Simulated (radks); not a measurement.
Results of a calculation; reference values are marked as such.
Lu46+, configuration [Ar] 3d7. Code: a radial shooting solver on a logarithmic mesh with Libxc functionals. Model: non-relativistic Kohn-Sham, TPSS, spin-polarised, spherical densities, point nucleus; open shells are filled with parallel spins first (spin-orbit coupling, left out, can overturn this in heavy ions); meta-GGA in the generalised Kohn-Sham scheme; relativity is left out, which matters for an element this heavy.

Radial electron density D(r) = 4 pi r^2 rho(r):

r (bohr),D(r) (e/bohr),spin D(r)
0.002114,10.62,-0.000359
0.002645,15.41,-0.000520
0.003283,21.69,-0.000730
0.004074,29.86,-0.000999
0.005097,40.45,-0.00134
0.006326,52.41,-0.00169
0.007914,65.66,-0.00199
0.009822,77.62,-0.00200
0.01229,86.83,-0.00106
0.01525,90.57,0.00252
0.01893,88.81,0.0137
0.02368,83.83,0.0484
0.02939,81.65,0.143
0.03677,88.14,0.403
0.04563,102.9,1.01
0.05709,117.4,2.38
0.07085,117.4,4.87
0.08794,101.2,8.74
0.11,82.97,13.6
0.1365,81.04,17.3
0.1708,87.69,17.3
0.212,77.89,13.0
0.2652,46.49,6.74
0.3292,17.41,2.32
0.4086,3.678,0.472
0.5111,0.3537,0.0459
0.6344,0.01557,0.00213

D(r) has 3 maxima, at r = 0.0157, 0.0639, 0.174 bohr, and minima at 0.0285, 0.125 bohr, inside which lie 1.98, 11.52 electrons.
